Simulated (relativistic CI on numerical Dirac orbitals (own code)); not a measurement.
## Yb3+: 4p photoemission

Computed with this model: Dirac-Coulomb-Breit CI, separate exchange-only KLI orbitals for each configuration, model QED (radiative potential, 1s self-energy scaled to tabulated hydrogen-like ionisation energies), valence Slater integrals scaled by 0.7, multiplet model of photoemission in the sudden approximation; configurations [Xe] 4f13 → [Ar] 3d10 4s2 4p5 4d10 4f13 5s2 5p6; 300 K; Lorentzian 2.5 eV and Gaussian 0.7 eV FWHM. Energies are those of the free ion, without screening or charge transfer. The energies are binding energies and can lie tens of eV above those of solids. S is read from ⟨S²⟩ = S(S + 1).

free ion: ground-state S = 0.50, centroid 404.75 eV. Peaks (eV, height): 386.8 (100), 391.2 (38), 438.8 (60).

Strongest unbroadened transitions for free ion:

```
Energy (eV)  Relative strength
     386.55              100.0
     386.60               44.0
     386.97               62.6
     388.15               19.6
     389.37                2.0
     391.12               43.3
     391.45               19.4
     437.94                0.2
     438.20               63.4
     439.14               81.6
     441.05                0.1
```
